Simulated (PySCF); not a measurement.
# Spin states and ions at one geometry of [PbH5]−

PySCF 2.14.0, RKS BP86, Pb def2-SVP with ECP60, H def2-SVP; non-relativistic Hamiltonian with scalar-relativistic core potentials where named; density fitting; no spin-orbit coupling; singlets restricted, open shells unrestricted. The geometry is relaxed for charge -1, singlet, vacuum:

```xyz
6

Pb    0.0000    0.0000    0.0000
H     0.0000    0.0000    1.9793
H     0.0000    0.0000   -1.9793
H     1.8735    0.0000    0.0000
H    -0.9367    1.6225    0.0000
H    -0.9367   -1.6224    0.0000
```

Energies count from the relaxed state; an electron taken off or put on is at rest in vacuum. Charges and spins are Mulliken's.

```tsv
state	energy (eV)	spin squared	charge on Pb1 (e)	spin on Pb1 (e)	dipole about the centre of mass (D)
charge -1, singlet, vacuum	0.00	0.00	0.13	0.00	0.00
charge -1, triplet, vacuum	2.09	2.02	0.10	-0.22	0.00
```

Task: What does the state charge 0, doublet, vacuum give?

Result: energy (eV) 1.94, spin squared 0.76, charge on Pb1 (e) 0.15, spin on Pb1 (e) -0.17, dipole about the centre of mass (D) 0.00.

With an electron taken off (doublet) the charges change, summed by element, by Pb +0.01 e, H +0.99 e. The vertical ionisation energy is 1.94 eV, against −ε(HOMO) = -0.83 eV of the relaxed state. The level lies 2.8 eV too high, as is usual for semilocal functionals and global hybrids, which keep a self-interaction error.

Open shells may have lower solutions than those found.
